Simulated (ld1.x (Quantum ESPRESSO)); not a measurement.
# What one change does to a pseudopotential (Ti (Z = 22), PAW)

ld1.x (Quantum ESPRESSO) 7.5 input, shortened:

```
&input
   title='Ti', zed=22., rel=1, dft='PBE', iswitch=3,
   config='[Ar] 3d2 4s1.75 4p0.25'
 /
 &inputp
   pseudotype=3, lpaw=.true., tm=.true., lloc=-1, rcloc=2.25,
   nlcc=.true., new_core_ps=.true., rcore=2.50,
   which_augfun='BESSEL', rmatch_augfun=1.85
 /
6
4S  1  0   1.75   0.00  2.75  3.35  0.0
4S  1  0   0.00   1.80  2.75  3.35  0.0
4P  2  1   0.25   0.00  3.45  3.65  0.0
4P  2  1   0.00   0.30  3.45  3.65  0.0
3D  3  2   2.00   0.00  2.45  2.70  0.0
3D  3  2   0.00   0.15  2.45  2.70  0.0
 &test
   configts(1)='3d2 4s1.75 4p0.25'
 /
```

All-electron outer shells of the reference configuration (PBE, scalar-relativistic, ld1.x):

| shell | level (eV) | outermost node (bohr) | outermost maximum (bohr) |
| --- | --- | --- | --- |
| 3s | -62.98 | 0.40 | 0.87 |
| 3p | -39.21 | 0.37 | 0.90 |
| 4s | -4.67 | 1.24 | 2.92 |
| 3d | -4.58 | – | 0.98 |
| 4p | -1.63 | 1.39 | 3.80 |

Change: waves 4s (bound): rcut 2.75, rcutus 3.58 bohr; 4s channel at 1.8 Ry: rcut 2.75, rcutus 3.58 bohr.

Cutoffs: the cutoffs (Ry, on a coarse ladder) from which the occupation-weighted sum of valence levels, in a spherical-Bessel basis at the reference potential, stays within 10 and 1 mRy of its value at 400 Ry; they do not see the model core or the augmentation charge, which bear on the density cutoff. Errors are all-electron minus pseudo energies relative to the spin-unpolarised reference configuration.

Problem. What does the change do?

Solution. The potential gets neither clearly harder nor softer (12 Ry and 15 Ry → 12 Ry and 15 Ry); of the 7 tests that both files solve, the error grows in 0 and shrinks in 2 by more than 15 % and 0.3 meV (median size 4.2 → 3.4 meV); the range in which the s phases agree narrows (upper end at the end of the scan → 1.2); neither file shows a bound ghost.

```tsv
quantity	base	changed
cutoff, loose	12 Ry	12 Ry
cutoff, tight	15 Ry	15 Ry
bound ghosts	none	none
error for 3d2 4s2 4p0, meV [ΔE -0.75 eV]	0.0	0.0
error for 3d2 4s1 4p0, meV [ΔE 6.59 eV]	-1.3	-0.2
error for 3d2 4s0 4p0, meV [ΔE 20.16 eV]	-12	-11
error for 3d2 4s1 4p1, meV [ΔE 2.32 eV]	-0.5	-0.4
error for 3d2.5 4s1.5 4p0, meV [ΔE -0.40 eV]	-33	-33
error for 3d1 4s2 4p0, meV [ΔE 8.99 eV]	-257	-277
error for 3d2 4s0 4p1, meV [ΔE 10.37 eV]	-4.2	-3.4
s: phases at 3.97 bohr within 0.05 rad from the reference energy up to (Ry; the scan ends near 5)	to the end of the scan	1.2
p: phases at 3.97 bohr within 0.05 rad from the reference energy up to (Ry; the scan ends near 5)	1.7	1.7
d: phases at 3.97 bohr within 0.05 rad from the reference energy up to (Ry; the scan ends near 5)	2.9	2.9
lowest overlap eigenvalue by channel	s 0.64, p 0.57, d 0.33	s 0.61, p 0.57, d 0.33
```
